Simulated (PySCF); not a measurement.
A side-by-side comparison of computed properties.

First species: C5H9N3.
Z-matrix (Å and degrees, GFN2-xTB geometry), rows numbered from 1:
```
C 
C   1  1.4858
N   2  1.3491  1  122.65
N   3  1.2795  2  109.65  1   179.81
N   4  1.3295  3  108.75  2     0.02
C   5  1.4309  4  121.68  3  -179.64
C   5  1.3583  4  110.05  3    -0.04
C   7  1.4817  2  132.73  1     1.00
H   1  1.0894  2  110.72  3   125.24
H   1  1.0859  2  108.93  3     5.06
H   1  1.0898  2  110.53  3  -114.61
H   6  1.0917  5  110.60  4  -122.64
H   6  1.0880  5  107.47  4    -2.94
H   6  1.0923  5  110.59  4   116.52
H   8  1.0865  7  109.71  2    -5.37
H   8  1.0911  7  110.58  2   114.51
H   8  1.0904  7  110.83  2  -125.62
```

Second species: C3H10N2Si.
Atom-mapped SMILES: `[CH2:1]=[N:2][SiH2:3][N:4]([CH3:5])[CH3:6]` (hydrogens: H7, H8 on C1; H9, H10 on Si3; H11, H12, H13 on C5; H14, H15, H16 on C6)

Levels: CAM-B3LYP/def2-SVPD for dipole moment, HOMO energy, LUMO energy, HOMO–LUMO gap, static isotropic polarisability and electronic spatial extent ⟨r²⟩ about the centre of nuclear charge; TDDFT CAM-B3LYP/def2-SVPD for lowest singlet excitation; TDA CAM-B3LYP/def2-SVPD for lowest triplet excitation (Tamm–Dancoff); GFN2-xTB for rotational constant A and rotational constant C. Geometries: GFN2-xTB. All species are isolated and taken at one optimised geometry, non-relativistic unless stated. Electronic properties by PySCF.

Dipoles, sizes and rotational constants follow the conformer. The torsions of the flexible species, by atom-mapped SMILES:
- `[CH2:1]=[N:2][SiH2:3][N:4]([CH3:5])[CH3:6]`: C1–N2–Si3–N4 -135°, N2–Si3–N4–C5 -34°

```csv
property,column X,column Y
dipole moment,0.80 D,4.97 D
HOMO energy,-7.61 eV,-8.12 eV
LUMO energy,0.40 eV,0.97 eV
HOMO–LUMO gap,8.01 eV,9.09 eV
lowest singlet excitation,4.07 eV,5.83 eV
lowest triplet excitation (Tamm–Dancoff),3.46 eV,4.44 eV
static isotropic polarisability,79.5 au,78.6 au
electronic spatial extent ⟨r²⟩ about the centre of nuclear charge,891 bohr²,943 bohr²
rotational constant A,5.899 GHz,3.432 GHz
rotational constant C,1.438 GHz,1.309 GHz
```

(1) Which column belongs to which species?

(2) How does each property change from the first species to the second?

Answers

(1) Column X is the second species and column Y the first. The first has 17 atoms and 60 electrons, the second 16 and 56.

(2) dipole moment -4.17 D; HOMO energy +0.51 eV; LUMO energy -0.57 eV; HOMO–LUMO gap -1.08 eV; lowest singlet excitation -1.76 eV; lowest triplet excitation (Tamm–Dancoff) -0.98 eV; static isotropic polarisability +0.9 au; electronic spatial extent ⟨r²⟩ about the centre of nuclear charge -52 bohr²; rotational constant A +2.467 GHz; rotational constant C +0.129 GHz.

On the first: The polarisability is 11.65 Å³ as a volume (1 au = 0.148185 Å³), or 1.31 au for each of the 60 electrons. The vertical singlet–triplet gap S1 − T1 is 1.39 eV (TDDFT singlet less Tamm–Dancoff triplet; S1: HOMO−1→LUMO+1, weight 0.92; T1: HOMO→LUMO+1, weight 0.90).

On the second: The dipole matches unit charges of opposite sign 0.17 Å apart (1 e·Å = 4.8032 D). The vertical singlet–triplet gap S1 − T1 is 0.61 eV (TDDFT singlet less Tamm–Dancoff triplet; S1: HOMO−1→LUMO, weight 0.90; T1: HOMO−1→LUMO, weight 0.91).
